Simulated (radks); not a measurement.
Neutral niobium, configuration [Kr] 4d4 5s1. Method: scalar-relativistic Kohn-Sham, PBEsol, spin-polarised, spherical densities, point nucleus; open shells are filled with parallel spins first (spin-orbit coupling, left out, can overturn this in heavy ions); hard spherical wall at 12 bohr; computed with a radial shooting solver on a logarithmic mesh with Libxc functionals.

Unscreened Slater integrals over Kohn-Sham orbitals (hartree). They are taken over the spin-up orbitals. Empty in this configuration: 5p.

integral       value
F0(4d,4d)    0.42263
F2(4d,4d)    0.20160
F4(4d,4d)    0.12834
F0(4d,5s)    0.29739
G2(4d,5s)   0.078821
F0(4d,4p)    0.51431
F2(4d,4p)    0.23112
G1(4d,4p)    0.27696
G3(4d,4p)    0.16638
F0(4d,4s)    0.53056
G2(4d,4s)    0.18838
F0(4d,5p)    0.23273
F2(4d,5p)   0.071731
G1(4d,5p)   0.046741
G3(4d,5p)   0.033098
F0(5s,5s)    0.25272
F0(5s,4p)    0.32095
G1(5s,4p)   0.020649
F0(5s,4s)    0.32429
G0(5s,4s)   0.012737
F0(5s,5p)    0.21173
G1(5s,5p)    0.12788
F0(4p,4p)    0.68828
F2(4p,4p)    0.36045
F0(4p,4s)    0.72696
G1(4p,4s)    0.49027
F0(4p,5p)    0.24366
F2(4p,5p)   0.042043
G0(4p,5p)  0.0080588
G2(4p,5p)   0.010050
F0(4s,4s)    0.77368
F0(4s,5p)    0.24537
G1(4s,5p)   0.011519
F0(5p,5p)    0.18740
F2(5p,5p)   0.098773

Derived for the open shells (J is the average intra-shell exchange parameter used in DFT+U). 4d: Racah B = F2/49 - 5 F4/441 = 0.002659 hartree, C = 35 F4/441 = 0.01019 hartree, C/B = 3.83, F4/F2 = 0.637, J = (F2 + F4)/14 = 0.02357 hartree.
